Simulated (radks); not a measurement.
Values are calculated unless marked as measured or tabulated.
Initial-state core-level shifts of neutral thallium when its valence configuration changes from [Hg] 6p1. Level of theory: scalar-relativistic Kohn-Sham, SCAN, spin-unpolarised, spherical densities, finite nucleus; meta-GGA in the generalised Kohn-Sham scheme; Fermi nuclear charge, rms radius 5.4759 fm (a radial shooting solver on a logarithmic mesh with Libxc functionals). Shifts are changes of the shell-averaged eigenvalues in eV (positive: less bound); the change of the density at the nucleus, which sets a Mossbauer isomer shift, is in e/bohr^3, on a base of 2.719e+06.

valence                          2s       2p       3p       4d  density at nucleus
[Xe] 4f14 5d9 6s2 6p2        -6.015   -6.007   -5.939   -5.865               +86.0
[Xe] 4f14 5d10 6s1 6p2       -1.917   -1.916   -1.932   -1.943              -193.1
[Xe] 4f14 5d8 6s2 6p3       -12.138  -12.121  -11.959  -11.782              +181.1
[Xe] 4f14 5d10 6s1.5 6p1.5   -0.972   -0.971   -0.978   -0.983               -92.5
[Xe] 4f13 5d10 6s2 6p2      -21.001  -20.842  -23.082  -18.883              +268.5
[Xe] 4f14 5d10 6p3           -3.714   -3.712   -3.750   -3.775              -407.8
[Xe] 4f14 5d9 6s1 6p3        -7.741   -7.731   -7.681   -7.616              -140.2
[Xe] 4f13 5d10 6p4          -24.458  -24.296  -26.576  -22.394              -205.5
[Xe] 4f14 5d9.5 6s2 6p1.5    -2.982   -2.978   -2.947   -2.914               +40.0
